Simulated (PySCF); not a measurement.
GeBr2, SMILES [Br][Ge][Br] (connectivity only; charge and spin as stated), neutral, multiplicity 1.

The structure is a stationary point at PBE-D3(BJ)/def2-SVP. The isomer is the one that the SMILES or the coordinates give; other isomers of the formula were not compared.

These are PBE-D3(BJ)/def2-SVP (PySCF 2.14.0) values and carry that method's errors.

Frequencies are harmonic and unscaled.

**Question.** List the normal modes with their intensities. (An estimate is asked for; the answer gives what the named calculation found.)

**Answer.** 
```csv
mode,ν (cm⁻¹),IR (km/mol),moving atoms (share of kinetic energy)
1,95,0.4,"Br 82 %, Ge 18 %"
2,277,65.9,"Ge 57 %, Br 43 %"
3,281,21.1,"Ge 51 %, Br 49 %"
```
